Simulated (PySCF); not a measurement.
```json
{"wavenumber (cm⁻¹)": "0", "absorption (km/mol per cm⁻¹)": "0.003"}
{"wavenumber (cm⁻¹)": "17", "absorption (km/mol per cm⁻¹)": "0.004"}
{"wavenumber (cm⁻¹)": "33", "absorption (km/mol per cm⁻¹)": "0.004"}
{"wavenumber (cm⁻¹)": "50", "absorption (km/mol per cm⁻¹)": "0.005"}
{"wavenumber (cm⁻¹)": "66", "absorption (km/mol per cm⁻¹)": "0.005"}
{"wavenumber (cm⁻¹)": "83", "absorption (km/mol per cm⁻¹)": "0.006"}
{"wavenumber (cm⁻¹)": "100", "absorption (km/mol per cm⁻¹)": "0.007"}
{"wavenumber (cm⁻¹)": "116", "absorption (km/mol per cm⁻¹)": "0.008"}
{"wavenumber (cm⁻¹)": "133", "absorption (km/mol per cm⁻¹)": "0.011"}
{"wavenumber (cm⁻¹)": "150", "absorption (km/mol per cm⁻¹)": "0.015"}
{"wavenumber (cm⁻¹)": "166", "absorption (km/mol per cm⁻¹)": "0.022"}
{"wavenumber (cm⁻¹)": "183", "absorption (km/mol per cm⁻¹)": "0.039"}
{"wavenumber (cm⁻¹)": "199", "absorption (km/mol per cm⁻¹)": "0.093"}
{"wavenumber (cm⁻¹)": "216", "absorption (km/mol per cm⁻¹)": "0.309"}
{"wavenumber (cm⁻¹)": "233", "absorption (km/mol per cm⁻¹)": "0.210"}
{"wavenumber (cm⁻¹)": "249", "absorption (km/mol per cm⁻¹)": "0.087"}
{"wavenumber (cm⁻¹)": "266", "absorption (km/mol per cm⁻¹)": "0.109"}
{"wavenumber (cm⁻¹)": "283", "absorption (km/mol per cm⁻¹)": "0.077"}
{"wavenumber (cm⁻¹)": "299", "absorption (km/mol per cm⁻¹)": "0.032"}
{"wavenumber (cm⁻¹)": "316", "absorption (km/mol per cm⁻¹)": "0.019"}
{"wavenumber (cm⁻¹)": "332", "absorption (km/mol per cm⁻¹)": "0.015"}
{"wavenumber (cm⁻¹)": "349", "absorption (km/mol per cm⁻¹)": "0.012"}
{"wavenumber (cm⁻¹)": "366", "absorption (km/mol per cm⁻¹)": "0.011"}
{"wavenumber (cm⁻¹)": "382", "absorption (km/mol per cm⁻¹)": "0.011"}
{"wavenumber (cm⁻¹)": "399", "absorption (km/mol per cm⁻¹)": "0.011"}
{"wavenumber (cm⁻¹)": "415", "absorption (km/mol per cm⁻¹)": "0.011"}
{"wavenumber (cm⁻¹)": "432", "absorption (km/mol per cm⁻¹)": "0.011"}
{"wavenumber (cm⁻¹)": "449", "absorption (km/mol per cm⁻¹)": "0.012"}
{"wavenumber (cm⁻¹)": "465", "absorption (km/mol per cm⁻¹)": "0.013"}
{"wavenumber (cm⁻¹)": "482", "absorption (km/mol per cm⁻¹)": "0.014"}
{"wavenumber (cm⁻¹)": "499", "absorption (km/mol per cm⁻¹)": "0.015"}
{"wavenumber (cm⁻¹)": "515", "absorption (km/mol per cm⁻¹)": "0.017"}
{"wavenumber (cm⁻¹)": "532", "absorption (km/mol per cm⁻¹)": "0.019"}
{"wavenumber (cm⁻¹)": "548", "absorption (km/mol per cm⁻¹)": "0.021"}
{"wavenumber (cm⁻¹)": "565", "absorption (km/mol per cm⁻¹)": "0.024"}
{"wavenumber (cm⁻¹)": "582", "absorption (km/mol per cm⁻¹)": "0.027"}
{"wavenumber (cm⁻¹)": "598", "absorption (km/mol per cm⁻¹)": "0.031"}
{"wavenumber (cm⁻¹)": "615", "absorption (km/mol per cm⁻¹)": "0.036"}
{"wavenumber (cm⁻¹)": "632", "absorption (km/mol per cm⁻¹)": "0.043"}
{"wavenumber (cm⁻¹)": "648", "absorption (km/mol per cm⁻¹)": "0.052"}
{"wavenumber (cm⁻¹)": "665", "absorption (km/mol per cm⁻¹)": "0.065"}
{"wavenumber (cm⁻¹)": "681", "absorption (km/mol per cm⁻¹)": "0.082"}
{"wavenumber (cm⁻¹)": "698", "absorption (km/mol per cm⁻¹)": "0.108"}
{"wavenumber (cm⁻¹)": "715", "absorption (km/mol per cm⁻¹)": "0.148"}
{"wavenumber (cm⁻¹)": "731", "absorption (km/mol per cm⁻¹)": "0.214"}
{"wavenumber (cm⁻¹)": "748", "absorption (km/mol per cm⁻¹)": "0.337"}
{"wavenumber (cm⁻¹)": "764", "absorption (km/mol per cm⁻¹)": "0.602"}
{"wavenumber (cm⁻¹)": "781", "absorption (km/mol per cm⁻¹)": "1.336"}
{"wavenumber (cm⁻¹)": "798", "absorption (km/mol per cm⁻¹)": "4.241"}
{"wavenumber (cm⁻¹)": "814", "absorption (km/mol per cm⁻¹)": "8.184"}
{"wavenumber (cm⁻¹)": "831", "absorption (km/mol per cm⁻¹)": "2.452"}
{"wavenumber (cm⁻¹)": "848", "absorption (km/mol per cm⁻¹)": "0.915"}
{"wavenumber (cm⁻¹)": "864", "absorption (km/mol per cm⁻¹)": "0.460"}
{"wavenumber (cm⁻¹)": "881", "absorption (km/mol per cm⁻¹)": "0.273"}
{"wavenumber (cm⁻¹)": "897", "absorption (km/mol per cm⁻¹)": "0.181"}
{"wavenumber (cm⁻¹)": "914", "absorption (km/mol per cm⁻¹)": "0.128"}
{"wavenumber (cm⁻¹)": "931", "absorption (km/mol per cm⁻¹)": "0.095"}
{"wavenumber (cm⁻¹)": "947", "absorption (km/mol per cm⁻¹)": "0.074"}
{"wavenumber (cm⁻¹)": "964", "absorption (km/mol per cm⁻¹)": "0.059"}
{"wavenumber (cm⁻¹)": "981", "absorption (km/mol per cm⁻¹)": "0.048"}
```

This is the computed harmonic infrared spectrum of triplet [RhO3]-, Lorentzian lines of 25 cm⁻¹ full width. Level of theory: UB3LYP in PySCF with Rh def2-SVPD with ECP28, O def2-SVPD; scalar-relativistic core potentials, no spin–orbit coupling; density-fitted integrals.

Problem. Which bands make it up, and how are they assigned?

Solution. In D3h symmetry, counting bands above 1 % of the strongest: 221 cm⁻¹ (a2'', bend, 14 km/mol); 272 cm⁻¹ (e', bend, 3.9 km/mol); 811 cm⁻¹ (e', stretch, 348 km/mol).

Other isomers or separated fragments may lie lower. With open d or f shells other occupations or spin states may lie lower. The lowest empty level of this anion is unbound, so it and the gap depend on the basis.
